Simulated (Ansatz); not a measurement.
`C=C[SiH](Cl)C=C`, charge 0, multiplicity 1.

Question: Give a relaxed structure at PBE0-D4/def2-TZVP (Ansatz). (Best estimate.)

Answer: The calculation gave: 
```xyz
13

C     2.286   -0.093    0.446
C     1.105   -0.695    0.332
Si   -0.074   -0.283   -1.032
Cl   -0.513   -1.989   -2.114
C    -1.672    0.395   -0.384
C    -1.831    0.766    0.883
H     2.613    0.660   -0.266
H     2.981   -0.325    1.248
H     0.828   -1.449    1.067
H     0.584    0.660   -1.972
H    -2.512    0.500   -1.069
H    -1.027    0.681    1.609
H    -2.769    1.171    1.254
```
This is one stationary point; other conformers may exist.
